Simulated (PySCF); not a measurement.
**How methods differ on the ionisation energy of Ti⁴⁺**

Ti⁴⁺ [Ar] → Ti⁵⁺ [Ne] 3s2 3p5 [3p1/2^2 3p3/2^3, M_J = 3/2], as a difference of total energies. Calculation: PySCF 2.14, in an uncontracted even-tempered set (21 s from 0.14 bohr⁻², ratio 2.4; 15 p from 0.18 bohr⁻², ratio 2.4; 5 d from 2.3 bohr⁻², ratio 2.6; 5 f from 3.5 bohr⁻², ratio 2.6); the two-component X2C-1e Hamiltonian. Correlated levels: 1s2 frozen; the 58 highest virtual spinors dropped. "Screened" scales the spin-orbit matrix elements by Boettger's factors to mimic the two-electron term; Breit and QED terms are absent.

**Question.** Order these methods by the ionisation energy they give, lowest first.
A. GHF (spin-free)
B. GHF (screened spin-orbit)
C. GMP2 (screened spin-orbit)
D. GMP2 (spin-free)

**Answer.** B (98.003 eV), A (98.256 eV), C (98.700 eV), D (98.955 eV).

For comparison: 99.299 ± 0.012 eV (measured; NIST Atomic Spectra Database, ionization energies).
